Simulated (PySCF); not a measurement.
Compound: C6H10F2O.
Cartesian coordinates in Å at the PBE0-D3(BJ)/def2-SVP level; atoms count from 1:
```
atom  x, y, z in Å
C1     2.748    0.622   -0.855
C2     1.461    0.867   -0.085
C3     0.305   -0.021   -0.537
F4     0.114    0.167   -1.890
C5    -1.000    0.296    0.188
C6    -2.183   -0.517   -0.311
C7     0.675   -1.478   -0.290
O8     0.865   -1.964    0.772
F9     0.779   -2.186   -1.410
H10    3.528    1.332   -0.546
H11    2.584    0.744   -1.935
H12    3.141   -0.393   -0.683
H13    1.130    1.910   -0.214
H14    1.608    0.703    0.994
H15   -1.187    1.373    0.049
H16   -0.834    0.131    1.263
H17   -2.315   -0.388   -1.395
H18   -2.053   -1.592   -0.109
H19   -3.110   -0.200    0.187
```

Computed with PySCF at PBE0/pcSseg-1, non-relativistic, on one gas-phase PBE0-D3(BJ)/def2-SVP geometry that isn't relaxed in the solvent. The solvent is an IEF-PCM continuum (cavity from Bondi-type radii × 1.2). Only the electrostatic response of the medium enters.

| run | E − E(gas) (kJ/mol) | HOMO (eV) | HOMO–LUMO gap (eV) | dipole (D) |
| --- | --- | --- | --- | --- |
| gas | 0.00 | -8.87 | 8.26 | 2.52 |
| P | -13.86 | -8.93 | 8.28 | 2.95 |
| Q | -15.81 | -8.94 | 8.28 | 3.02 |

Task: The runs were made in chloroform and tetrahydrofuran. Which run belongs to which solvent?

Result: P = chloroform, Q = tetrahydrofuran. The dielectric constants are 4.711 (chloroform), 7.426 (tetrahydrofuran), and the energy falls further as ε rises. In this model the ground state sees the solvent through ε alone.

Task: How constant is the ratio of the lowering to (ε − 1)/(2ε + 1)?

Result: 
```csv
solvent,(ε − 1)/(2ε + 1),E − E(gas) (kJ/mol),ratio (kJ/mol),polarisation term (kJ/mol)
chloroform,0.356,-13.86,-38.9,-14.99
tetrahydrofuran,0.405,-15.81,-39.0,-17.30
```

The ratio changes by +0.2 % in size from chloroform to tetrahydrofuran. The polarisation term is half the interaction of the solute with the induced surface charges.

The run took 34 s on an Arm Neoverse V2 with one thread (shared host), and the process peaked at 1.1 GiB of memory. This is the whole shielding run at PBE0/pcSseg-1 in tetrahydrofuran, SCF included.
